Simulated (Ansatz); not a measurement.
Program: Ansatz. Geometries: PBE0-D4/def2-TZVP. ΔE: electronic, gas phase. CCSD(T)/CBS adds triple-zeta CCSD(T) − MP2 to the extrapolated MP2 energy (def2 sets, frozen cores). Elements past krypton have def2 core potentials. For Sn, Ti outer-core shells are correlated without core-valence functions, which leaves a few kJ/mol of doubt a bond. Scalar relativity is left out up to krypton. One conformer a species, not always the lowest.

Consider the redistribution: `[CH3][Ti]12345678([OH])([C@H]9[C@@H]1[C@@H]2[C@@H]3[C@H]94)[C@H]1[C@@H]5[C@@H]6[C@@H]7[C@H]18` + `O=[CH][SnH2][OH]` → `[OH][Ti]12345678([OH])([C@H]9[C@@H]1[C@@H]2[C@@H]3[C@H]94)[C@H]1[C@@H]5[C@@H]6[C@@H]7[C@H]18` + `[CH3][SnH2][CH]=O`.

```tsv
species	CCSD(T)/CBS(def2) energy (Eh)
`[CH3][Ti]12345678([OH])([C@H]9[C@@H]1[C@@H]2[C@@H]3[C@H]94)[C@H]1[C@@H]5[C@@H]6[C@@H]7[C@H]18`	-1351.20510
`O=[CH][SnH2][OH]`	-404.79764
`[OH][Ti]12345678([OH])([C@H]9[C@@H]1[C@@H]2[C@@H]3[C@H]94)[C@H]1[C@@H]5[C@@H]6[C@@H]7[C@H]18`	-1387.16390
`[CH3][SnH2][CH]=O`	-368.86711
```

**Question.** Work out ΔE.

**Answer.** ΔE = (-1387.16390) + (-368.86711) − (-1351.20510) − (-404.79764) = -0.02827 Eh = -17.7 kcal/mol.

Largest T1 diagnostic among the species: 0.019.

In def2-TZVPP, CCSD(T) changes the Hartree–Fock value by +2.3 kcal/mol (the triples alone add −0.3 kcal/mol) and MP2 by +4.5 kcal/mol. From PBE to PBE0 (25 % exact exchange), in def2-TZVPP and without D4, ΔE moves by +0.9 kcal/mol. The D4 term adds +1.0 kcal/mol with B3LYP and +0.6 kcal/mol with PBE0; it sums over pairs of atoms, weighted by their polarisabilities, and B3LYP, whose exchange is more repulsive, gets the larger term.

B3LYP here is the variant with VWN-RPA as its local correlation; programs differ in this.
